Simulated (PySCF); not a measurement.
How methods differ on the excitation energy of Mn²⁺

Mn²⁺ [Ar] 3d5 (6S) → Mn²⁺ [Ar] 3d4 4s1 (6D), as a difference of total energies. Computed with PySCF 2.14 in aug-cc-pwCVTZ-DK with one added diffuse shell each of s, p, d, f, g type (11s10p8d5f4g, 152 functions), with the spin-free X2C one-electron Hamiltonian (Gaussian nucleus). Correlated levels: valence: [Ar] frozen; valence and next inner shell: [Ne] frozen; nothing frozen. The calculations carry no spin-orbit coupling.

```csv
method,excitation energy (eV)
UHF,7.240
LDA,7.676
PBE,7.503
PBE0,7.625
r2SCAN,7.613
MP2 (valence),7.747
SCS-MP2 (valence),7.409
MP2 (valence and next inner shell),7.940
SCS-MP2 (valence and next inner shell),7.625
MP2 (all electrons),7.968
SCS-MP2 (all electrons),7.642
```

How much does correlation contribute at MP2 (all electrons)?

7.968 − (7.240) = 0.728 eV, measured against UHF.

A first-order spin-orbit estimate (lowest level to lowest level, LS coupling) adds -0.071 eV.
